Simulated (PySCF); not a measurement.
## Spinor energies of Ag²⁺ (silver, charge +2)

Start: [Kr] 4d9; 4d3/2 filled at m_j = -3/2, -1/2, +1/2, +3/2; 4d5/2 filled at m_j = -3/2, -1/2, +1/2, +3/2, +5/2. Calculated with PySCF 2.14 in x2c-TZVPall-2c (8s9p7d1f, 77 functions): generalised Hartree-Fock with the X2C-1e Hamiltonian and a Gaussian nucleus; one run each with spin-orbit coupling (SO) switched off, then screened by Boettger's factors. This is a chosen level, not necessarily the ground level.

```json
{"spinor shell": "1s1/2", "electrons": "2", "ε, spin-free (eV)": "-25668.6", "ε, screened SO (eV)": "-25666.6", "weight of nominal j (screened SO)": "1.000", "rms radius, screened SO (bohr)": "0.0357"}
{"spinor shell": "2s1/2", "electrons": "2", "ε, spin-free (eV)": "-3885.0", "ε, screened SO (eV)": "-3884.4", "weight of nominal j (screened SO)": "1.000", "rms radius, screened SO (bohr)": "0.146"}
{"spinor shell": "2p1/2", "electrons": "2", "ε, spin-free (eV)": "-3480.1", "ε, screened SO (eV)": "-3601.6", "weight of nominal j (screened SO)": "1.000", "rms radius, screened SO (bohr)": "0.127"}
{"spinor shell": "2p3/2", "electrons": "4", "ε, spin-free (eV)": "-3480.1", "ε, screened SO (eV)": "-3424.1", "weight of nominal j (screened SO)": "1.000", "rms radius, screened SO (bohr)": "0.131"}
{"spinor shell": "3s1/2", "electrons": "2", "ε, spin-free (eV)": "-767.85", "ε, screened SO (eV)": "-767.67", "weight of nominal j (screened SO)": "1.000", "rms radius, screened SO (bohr)": "0.392"}
{"spinor shell": "3p1/2", "electrons": "2", "ε, spin-free (eV)": "-631.56", "ε, screened SO (eV)": "-653.74", "weight of nominal j (screened SO)": "1.000", "rms radius, screened SO (bohr)": "0.387"}
{"spinor shell": "3p3/2", "electrons": "4", "ε, spin-free (eV)": "-631.56", "ε, screened SO (eV)": "-621.23", "weight of nominal j (screened SO)": "1.000", "rms radius, screened SO (bohr)": "0.398"}
{"spinor shell": "3d3/2", "electrons": "4", "ε, spin-free (eV)": "-417.08", "ε, screened SO (eV)": "-420.98", "weight of nominal j (screened SO)": "0.999", "rms radius, screened SO (bohr)": "0.374"}
{"spinor shell": "3d5/2", "electrons": "6", "ε, spin-free (eV)": "-417.08", "ε, screened SO (eV)": "-414.29", "weight of nominal j (screened SO)": "0.999", "rms radius, screened SO (bohr)": "0.377"}
{"spinor shell": "4s1/2", "electrons": "2", "ε, spin-free (eV)": "-138.87", "ε, screened SO (eV)": "-138.82", "weight of nominal j (screened SO)": "1.000", "rms radius, screened SO (bohr)": "0.976"}
{"spinor shell": "4p1/2", "electrons": "2", "ε, spin-free (eV)": "-97.003", "ε, screened SO (eV)": "-101.45", "weight of nominal j (screened SO)": "0.986", "rms radius, screened SO (bohr)": "1.05"}
{"spinor shell": "4p3/2", "electrons": "4", "ε, spin-free (eV)": "-97.003", "ε, screened SO (eV)": "-94.882", "weight of nominal j (screened SO)": "0.993", "rms radius, screened SO (bohr)": "1.08"}
{"spinor shell": "4d3/2", "electrons": "4", "ε, spin-free (eV)": "-36.139", "ε, screened SO (eV)": "-36.783", "weight of nominal j (screened SO)": "0.907", "rms radius, screened SO (bohr)": "1.40"}
{"spinor shell": "4d5/2", "electrons": "5", "ε, spin-free (eV)": "-36.139", "ε, screened SO (eV)": "-35.637", "weight of nominal j (screened SO)": "0.926", "rms radius, screened SO (bohr)": "1.43"}
```

| quantity | spin-free | screened SO |
| --- | --- | --- |
| E (hartree) | -5311.37112 | -5312.36231 |
| M_J | 5/2 | 5/2 |
| ⟨J²⟩ | 8.757 | 8.757 |
| ⟨L²⟩ | 6.006 | 6.020 |
| ⟨S²⟩ | 0.751 | 0.765 |

Each row is a mean over spinors that exchange with the open shell spreads, by up to 5.484 eV (4p3/2).

Breit and QED terms are absent; they matter most for the inner s and p1/2 levels.

Densities and radii are taken from the X2C orbitals without a picture-change correction, which distorts them close to the nucleus.

Without spin-orbit coupling the j labels of p, d and f shells carry no meaning; the spin-free column gives the mean over the occupied spinors of each nl shell.
